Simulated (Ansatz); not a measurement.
## Cost against result

Saddle point of BH$_{2}$Cl$_{3}$O, singlet (BCl₃ ([Cl][B]([Cl])[Cl]) + H₂O → BHCl₂O ([OH][B]([Cl])[Cl]) + HCl; bonds formed: Cl2–H5; dative contacts that become bonds: B1–O6; bonds broken: B1–Cl2, H5–O6), PBE0-D4/def2-TZVP structure:

```json
{"atom": "B1", "x (Å)": "-0.0976", "y (Å)": "-0.5279", "z (Å)": "0.2361"}
{"atom": "Cl2", "x (Å)": "1.8391", "y (Å)": "0.5908", "z (Å)": "0.1675"}
{"atom": "Cl3", "x (Å)": "-0.0944", "y (Å)": "-1.7306", "z (Å)": "-1.0595"}
{"atom": "Cl4", "x (Å)": "-0.3376", "y (Å)": "-1.0342", "z (Å)": "1.8978"}
{"atom": "H5", "x (Å)": "0.4587", "y (Å)": "1.1847", "z (Å)": "-0.0954"}
{"atom": "O6", "x (Å)": "-0.7135", "y (Å)": "0.7681", "z (Å)": "-0.1213"}
{"atom": "H7", "x (Å)": "-1.0548", "y (Å)": "0.7490", "z (Å)": "-1.0252"}
```

Barriers are electronic and count from the start structure reached by relaxing down the imaginary mode.

Computed with Ansatz 0.2.0 (basis: as named in each row); correlated methods freeze the cores. B3LYP uses VWN-RPA correlation. Extrapolation: Hartree–Fock as exp(−7.88 √X), correlation as X^−2.97.

Times are rough, for one single point on 4 threads of a shared host (AMD EPYC 9R45).

The estimate by CCSD(T) at an estimated basis limit (MP2 extrapolated from triple and quadruple zeta, plus CCSD(T) − MP2 in triple zeta) is 83.2 kJ/mol.

```json
{"method": "HF", "basis": "STO-3G", "time (s)": "under 1", "barrier (kJ/mol)": "157.6", "method less estimate": "74.4"}
{"method": "PBE-D4", "basis": "STO-3G", "time (s)": "under 1", "barrier (kJ/mol)": "50.6", "method less estimate": "-32.6"}
{"method": "SPW92", "basis": "def2-SVP", "time (s)": "under 1", "barrier (kJ/mol)": "42.7", "method less estimate": "-40.6"}
{"method": "PBE-D4", "basis": "def2-SVP", "time (s)": "under 1", "barrier (kJ/mol)": "52.3", "method less estimate": "-31.0"}
{"method": "B3LYP-D4", "basis": "6-31G", "time (s)": "under 1", "barrier (kJ/mol)": "90.5", "method less estimate": "7.2"}
{"method": "PBE0-D4", "basis": "def2-SVP", "time (s)": "under 1", "barrier (kJ/mol)": "69.8", "method less estimate": "-13.4"}
{"method": "SPW92", "basis": "def2-TZVPP", "time (s)": "under 1", "barrier (kJ/mol)": "46.8", "method less estimate": "-36.4"}
{"method": "PBE-D4", "basis": "def2-TZVPP", "time (s)": "under 1", "barrier (kJ/mol)": "55.8", "method less estimate": "-27.5"}
{"method": "BLYP-D4", "basis": "def2-TZVPP", "time (s)": "under 1", "barrier (kJ/mol)": "58.1", "method less estimate": "-25.1"}
{"method": "B3LYP-D4", "basis": "def2-TZVPP", "time (s)": "1", "barrier (kJ/mol)": "69.8", "method less estimate": "-13.4"}
{"method": "BHLYP-D4", "basis": "def2-TZVPP", "time (s)": "1", "barrier (kJ/mol)": "86.6", "method less estimate": "3.4"}
{"method": "PBE0-D4", "basis": "def2-TZVPP", "time (s)": "1", "barrier (kJ/mol)": "70.6", "method less estimate": "-12.6"}
{"method": "CAM-B3LYP-D4", "basis": "def2-TZVPP", "time (s)": "1", "barrier (kJ/mol)": "75.8", "method less estimate": "-7.4"}
{"method": "CCSD(T)", "basis": "def2-SVP", "time (s)": "2", "barrier (kJ/mol)": "82.8", "method less estimate": "-0.4"}
{"method": "r2SCAN-D4", "basis": "def2-TZVPP", "time (s)": "2", "barrier (kJ/mol)": "63.1", "method less estimate": "-20.1"}
{"method": "wB97M-V", "basis": "def2-SVP", "time (s)": "2", "barrier (kJ/mol)": "77.1", "method less estimate": "-6.1"}
{"method": "r2SCAN0-D4", "basis": "def2-TZVPP", "time (s)": "2", "barrier (kJ/mol)": "74.1", "method less estimate": "-9.1"}
{"method": "RPA on PBE", "basis": "def2-TZVPP", "time (s)": "2", "barrier (kJ/mol)": "76.2", "method less estimate": "-7.1"}
{"method": "B2PLYP", "basis": "def2-TZVPP", "time (s)": "2", "barrier (kJ/mol)": "74.7", "method less estimate": "-8.6"}
{"method": "PBE-QIDH", "basis": "def2-TZVPP", "time (s)": "2", "barrier (kJ/mol)": "80.3", "method less estimate": "-2.9"}
{"method": "B97M-V", "basis": "def2-TZVPP", "time (s)": "2", "barrier (kJ/mol)": "77.6", "method less estimate": "-5.6"}
{"method": "wB97X-V", "basis": "def2-TZVPP", "time (s)": "3", "barrier (kJ/mol)": "81.5", "method less estimate": "-1.7"}
{"method": "wB97M-V", "basis": "def2-TZVPP", "time (s)": "3", "barrier (kJ/mol)": "79.0", "method less estimate": "-4.2"}
{"method": "MP2", "basis": "def2-QZVPP", "time (s)": "7", "barrier (kJ/mol)": "80.1", "method less estimate": "-3.1"}
{"method": "CCSD(T)", "basis": "def2-TZVPP", "time (s)": "31", "barrier (kJ/mol)": "80.8", "method less estimate": "-2.5"}
```

All methods are single points on the PBE0-D4 structures.

The T1 diagnostic stays at or below 0.011.

The step is the kind of ligand exchange by which a precursor binds to a hydroxyl group, or is hydrolysed, in atomic layer deposition of oxides.

Labels in which every atom is bracketed show which atoms are joined, not bond orders.
